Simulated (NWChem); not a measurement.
# A calculation on 1,1,1,3,3-pentafluoropropane (C3H3F5)

```xyz
11

F      2.5138    -0.8258    -0.1415
C      1.4270    -0.0766     0.2146
F      1.5973     1.1831    -0.2806
C      0.1786    -0.7153    -0.3771
C     -1.1209    -0.0476     0.0358
F     -1.2217     1.2124    -0.4339
F     -2.1828    -0.7461    -0.4261
F     -1.2276     0.0117     1.3895
H      1.3899    -0.0125     1.3262
H      0.2573    -0.6966    -1.4818
H      0.1340    -1.7725    -0.0512
```
Charge 0, spin multiplicity 1.

All runs are NWChem calculations. All single points use one geometry, from PBE/def2-SVP, with no frequency check, so it may be a saddle point. It is one conformer; others weren't searched.

No SCF solution was tested for a lower state.

Worked example. At TPSS/def2-SVP the molecule has a total energy of -614.93482 Ha and the free atoms (multiplicities F 2, C 3, H 2) C -37.82067, H -0.49926, F -99.64443 Ha. The electronic atomisation energy is the atoms' sum less the molecule's energy.

5·(-99.64443) + 3·(-37.82067) + 3·(-0.49926) = -613.18194 Ha for the atoms; less the molecule's energy this leaves 1.75288 Ha, or 1099.9 kcal/mol (4602 kJ/mol), without zero-point, thermal or spin-orbit terms.
